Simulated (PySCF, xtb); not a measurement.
CH5BrOSn, SMILES C[O][SnH2][Br].

GFN2-xTB in xtb at its own geometry gives an orbital gap of 3.82 eV and a dipole moment of 3.85 D.

Geometry: B3LYP-D3(BJ)/def2-SVP. The structure was generated by enumeration; whether it is a known compound was not checked. The def2 effective core potentials stand for the cores of Sn; spin–orbit coupling is left out. The values are those of a single conformer.

Question: What does B3LYP/def2-TZVP in PySCF give? (Estimate from the structure and the level; the computed values follow.)

Answer: gap 6.03 eV (levels -7.67 and -1.64 eV), dipole 1.84 D.
